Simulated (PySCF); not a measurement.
Species: 2-bromo-1,3-butadiene, C4H5Br.
InChI=1S/C4H5Br/c1-3-4(2)5/h3H,1-2H2

A linear-response calculation (PySCF, def2-SVPD basis, gas phase, vertical, core orbitals frozen in the response) gave these numbers; the functional is withheld.

Orbital energies (eV): HOMO-3 -9.92, HOMO-2 -8.04, HOMO-1 -7.95, HOMO -6.86, LUMO -1.56, LUMO+1 -0.35, LUMO+2 0.62.

```json
{"state": "S1", "E (eV)": "5.22", "f": "0.197", "main configurations (H = HOMO, L = LUMO)": "H→L (72%), H-1→L (25%)"}
{"state": "S2", "E (eV)": "5.39", "f": "0.0006", "main configurations (H = HOMO, L = LUMO)": "H→L+1 (98%)"}
{"state": "S3", "E (eV)": "5.46", "f": "0.0001", "main configurations (H = HOMO, L = LUMO)": "H-2→L (100%)"}
{"state": "S4", "E (eV)": "5.84", "f": "0.305", "main configurations (H = HOMO, L = LUMO)": "H-1→L (70%), H→L (24%)"}
{"state": "S5", "E (eV)": "6.47", "f": "0.0000", "main configurations (H = HOMO, L = LUMO)": "H-1→L+1 (79%), H→L+2 (19%)"}
{"state": "S6", "E (eV)": "6.50", "f": "0.0040", "main configurations (H = HOMO, L = LUMO)": "H-2→L+1 (98%)"}
```

Triplets (Tamm–Dancoff): T1 3.11 eV, H→L (93%); T2 4.63 eV, H-1→L (73%), H→L+3 (13%); T3 5.08 eV, H→L+1 (90%); T4 5.41 eV, H-2→L (99%).

Vertical ionisation energy by ΔSCF with the same functional: 8.95 eV. Mean static polarisability: 75.0 au.

Problem. Which of these was used?
A. PBE
B. B3LYP
C. HF
D. CAM-B3LYP

Solution. B. B3LYP is a global hybrid with 20% exact exchange. In this run −ε(HOMO) = 6.86 eV differs from the ΔSCF value by -2.10 eV, and S1 differs from the orbital gap of 5.30 eV by -0.08 eV. The ratio −ε(HOMO)/IP is 0.77. Usual ranges for neutral molecules in this basis: 0.67 to 0.83 with B3LYP, 0.5 to 0.7 with PBE, 0.85 to 0.93 with CAM-B3LYP; Hartree–Fock can't fall below 1, since the ion's relaxation only lowers the ΔSCF value.

Method: TDDFT B3LYP/def2-SVPD, vertical, gas phase, core orbitals frozen in the response (PySCF). One conformer (not necessarily the lowest) at the PBE0-D3(BJ)/def2-SVP geometry, without solvent, vibrations or thermal averaging. Relativistic effects, spin–orbit coupling among them, are left out although an element past zinc is present.

Time: 77 s. Hardware: one thread of an Arm Neoverse V1, no GPU, shared host.

Conformer computed: `[CH2:1]=[CH:2][C:3](=[CH2:4])[Br:5]`: C1–C2–C3–C4 180°.
